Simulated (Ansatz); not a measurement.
Geometry optimisation, Ansatz 0.2.0, RHF/def2-SVP.

The input (input.yaml):

```yaml
crystal:
  periodic: [false, false, false]
  atoms:
    - { symbol: Ta, position_ang: [-0.103522, -0.181923, -0.110613] }
    - { symbol: Cl, position_ang: [2.278272, -0.592333, -0.381721] }
    - { symbol: F, position_ang: [0.180057, 0.022615, 1.736338] }
    - { symbol: F, position_ang: [-0.349434, -0.40053, -1.962495] }
    - { symbol: Cl, position_ang: [-1.600666, 1.616126, -0.08575] }
    - { symbol: "N", position_ang: [-1.042062, -1.819007, 0.22056] }
    - { symbol: H, position_ang: [-1.198657, -2.194341, 1.141094] }
    - { symbol: H, position_ang: [-1.424213, -2.399927, -0.507252] }
    - { symbol: P, position_ang: [1.329195, 3.062012, -1.276766] }
    - { symbol: H, position_ang: [2.582091, 2.981759, -1.924504] }
    - { symbol: H, position_ang: [0.60983, 2.43646, -2.316053] }
    - { symbol: H, position_ang: [1.559709, 1.880487, -0.52784] }
basis:
  gaussian: { orbitals: def2-SVP }
hamiltonian:
  xc: hf
relax:
  f_tol: 0.03
  max_steps: 50
```

Run as:

```bash
$ ansatz run input.yaml --threads 4 --pin off --max-ram 5120MiB --backend cpu --events-out ev --progress --plain --runs-dir out
```

Q: Where does it end, and by what steps?

A: It converged. The force dipped under the threshold on the way, but the program's further checks kept it going. After 18 steps the energy has fallen by 0.416 eV; H12 moved furthest, 1.43 Å.

```tsv
step	energy less start (eV)	largest force component (eV/Å)	accepted
0	0.0000	1.040	yes
1	-0.1625	0.509	yes
2	-0.2450	0.210	yes
3	-0.3152	0.202	yes
4	-0.3617	0.510	yes
5	-0.3992	0.115	yes
6	-0.4085	0.109	yes
7	-0.4108	0.073	yes
8	-0.4135	0.032	yes
9	-0.4140	0.019	yes
10	-0.3971	0.663	no
11	-0.4145	0.014	yes
12	-0.4146	0.125	yes
13	-0.4152	0.047	yes
14	-0.4154	0.012	yes
15	-0.4161	0.057	yes
16	-0.4160	0.166	no
17	-0.4154	0.133	no
18	-0.4165	0.006	yes
```

```xyz
12
Properties=species:S:1:pos:R:3
Ta -0.316 -0.697 0.074
Cl 1.994 -0.815 -0.169
F -0.178 -0.572 1.948
F -0.594 -1.049 -1.755
Cl -1.461 1.324 -0.058
N -1.312 -2.326 0.396
H -1.505 -2.687 1.314
H -1.690 -2.899 -0.339
P 1.949 4.081 -1.785
H 2.971 3.472 -2.548
H 0.889 3.372 -2.393
H 2.073 3.209 -0.680
```

Whether the end is a true minimum wasn't checked by a vibrational analysis.

Run time: 56 s on 4 threads of Arm Neoverse V1 (shared host), peak memory 0.48 GiB.
